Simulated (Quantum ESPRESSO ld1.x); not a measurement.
Input file for ld1.x (Quantum ESPRESSO 7.5):

```
 &input
    zed=40.0,
    iswitch=1,
    rel=1,
    lsd=1,
    dft='SLA-VWN',
    config='[Kr] 4d2',
    prefix='ld1',
    max_out_wfc=37,
    file_charge='ld1.rho',
 /
```

Command: `OMP_NUM_THREADS=1 ld1.x < ld1.in > ld1.out`

Standard output:

```
     Program LD1 v.7.5 starts

     --------------------------- All-electron run ----------------------------

     scalar relativistic calculation

     atomic number is 40.00
     dft =SLA-VWN   lsd =1 sic =0 latt =0  beta=0.20 tr2=1.0E-14
     Exchange-correlation= SLA-VWN
                           (   1   2   0   0   0   0   0)
     mesh =2037 r(mesh) =  99.39686 a.u. xmin = -8.00 dx = 0.00800
     1 Ry =  13.60569312 eV, c = 137.03599908

     n l     nl                  e(Ry)          e(Ha)          e(eV)
     1 0     1S 1( 1.00)     -1309.2931      -654.6465    -17813.8401
     2 0     2S 1( 1.00)      -182.3845       -91.1923     -2481.4676
     2 1     2P 1( 3.00)      -162.8885       -81.4442     -2216.2108
     3 0     3S 1( 1.00)       -30.7442       -15.3721      -418.2957
     3 1     3P 1( 3.00)       -24.3943       -12.1972      -331.9015
     4 0     4S 1( 1.00)        -5.1107        -2.5554       -69.5352
     4 1     4P 1( 3.00)        -3.4945        -1.7472       -47.5449
     3 2     3D 1( 5.00)       -13.9370        -6.9685      -189.6224
     4 2     4D 1( 2.00)        -1.3279        -0.6640       -18.0675
     1 0     1S 2( 1.00)     -1309.2935      -654.6467    -17813.8455
     2 0     2S 2( 1.00)      -182.3723       -91.1862     -2481.3017
     2 1     2P 2( 3.00)      -162.8792       -81.4396     -2216.0841
     3 0     3S 2( 1.00)       -30.7354       -15.3677      -418.1758
     3 1     3P 2( 3.00)       -24.3847       -12.1924      -331.7710
     4 0     4S 2( 1.00)        -5.0354        -2.5177       -68.5102
     4 1     4P 2( 3.00)        -3.4092        -1.7046       -46.3851
     3 2     3D 2( 5.00)       -13.9238        -6.9619      -189.4431
     4 2     4D 2( 0.00)        -1.2294        -0.6147       -16.7274

     final scf error:  7.7E-15 reached in  24 iterations

     Etot =   -7187.763617 Ry,   -3593.881809 Ha,  -97794.506016 eV
     Total magnetization:    2.00 Bohr mag.

     Ekin =    7388.393493 Ry,    3694.196746 Ha,  100524.214533 eV
     Encl =  -17274.770700 Ry,   -8637.385350 Ha, -235035.228914 eV
     Eh   =    2917.834291 Ry,    1458.917146 Ha,   39699.157952 eV
     Exc  =    -219.220701 Ry,    -109.610351 Ha,   -2982.649587 eV

     normalization and overlap integrals

     s(1S/1S) =  1.000000  <r> =   0.0371  <r2> =    0.0019  r(max) =   0.0242
     s(1S/2S) = -0.008095
     s(1S/3S) = -0.003230
     s(1S/4S) = -0.001279
     s(2S/2S) =  1.000000  <r> =   0.1628  <r2> =    0.0312  r(max) =   0.1374
     s(2S/3S) = -0.001940
     s(2S/4S) = -0.000744
     s(2P/2P) =  1.000000  <r> =   0.1418  <r2> =    0.0246  r(max) =   0.1098
     s(2P/3P) = -0.001584
     s(2P/4P) = -0.000548
     s(3S/3S) =  1.000000  <r> =   0.4594  <r2> =    0.2421  r(max) =   0.4078
     s(3S/4S) = -0.000470
     s(3P/3P) =  1.000000  <r> =   0.4628  <r2> =    0.2497  r(max) =   0.4014
     s(3P/4P) = -0.000377
     s(4S/4S) =  1.000000  <r> =   1.2127  <r2> =    1.6688  r(max) =   1.0737
     s(4P/4P) =  1.000000  <r> =   1.3657  <r2> =    2.1391  r(max) =   1.1819
     s(3D/3D) =  1.000000  <r> =   0.4529  <r2> =    0.2482  r(max) =   0.3475
     s(3D/4D) = -0.000200
     s(4D/4D) =  1.000000  <r> =   2.0002  <r2> =    4.7441  r(max) =   1.5764
     s(1S/1S) =  1.000000  <r> =   0.0371  <r2> =    0.0019  r(max) =   0.0242
     s(1S/2S) = -0.008095
     s(1S/3S) = -0.003230
     s(1S/4S) = -0.001286
     s(2S/2S) =  1.000000  <r> =   0.1628  <r2> =    0.0312  r(max) =   0.1374
     s(2S/3S) = -0.001940
     s(2S/4S) = -0.000749
     s(2P/2P) =  1.000000  <r> =   0.1418  <r2> =    0.0246  r(max) =   0.1098
     s(2P/3P) = -0.001584
     s(2P/4P) = -0.000552
     s(3S/3S) =  1.000000  <r> =   0.4594  <r2> =    0.2420  r(max) =   0.4078
     s(3S/4S) = -0.000472
     s(3P/3P) =  1.000000  <r> =   0.4627  <r2> =    0.2496  r(max) =   0.4014
     s(3P/4P) = -0.000379
     s(4S/4S) =  1.000000  <r> =   1.2081  <r2> =    1.6561  r(max) =   1.0737
     s(4P/4P) =  1.000000  <r> =   1.3593  <r2> =    2.1196  r(max) =   1.1725
     s(3D/3D) =  1.000000  <r> =   0.4527  <r2> =    0.2480  r(max) =   0.3475
     s(3D/4D) = -0.000200
     s(4D/4D) =  1.000000  <r> =   2.0159  <r2> =    4.8516  r(max) =   1.5638

     ------------------------ End of All-electron run ------------------------
```

Run on one thread of a shared host, so times are rough (Intel(R) Xeon(R) Processor @ 2.60GHz): 0.5 s of CPU time, 1.5 s wall, 24 iterations on 2037 mesh points.
